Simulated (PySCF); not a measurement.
C₂H₄N, SMILES N(=C)[CH2], multiplicity 2.

Geometry optimised at PBE-D3(BJ)/def2-TZVP. The isomer is the one that the SMILES or the coordinates give; other isomers of the formula were not compared.

Method: PBE-D3(BJ)/def2-TZVP (PySCF).

Frequencies are harmonic and unscaled.

Computed vibrational spectrum:
```tsv
mode	ν (cm⁻¹)	IR (km/mol)	moving atoms (share of kinetic energy)
1	217	0.0	H 98 %
2	453	3.7	H 45 %, C 30 %, N 25 %
3	566	14.5	H 79 %, N 18 %
4	826	0.0	H 75 %, C 25 %
5	850	44.2	H 63 %, C 29 %
6	1077	5.7	H 76 %, C 23 %
7	1145	0.0	H 53 %, C 47 %
8	1234	49.2	N 39 %, H 36 %, C 26 %
9	1306	0.0	N 59 %, C 28 %, H 13 %
10	1445	0.4	H 86 %, C 13 %
11	1497	0.0	H 72 %, C 26 %
12	2941	11.3	H 95 %
13	2953	85.9	H 94 %
14	3122	8.9	H 90 %, C 10 %
15	3124	15.2	H 90 %, C 10 %
```
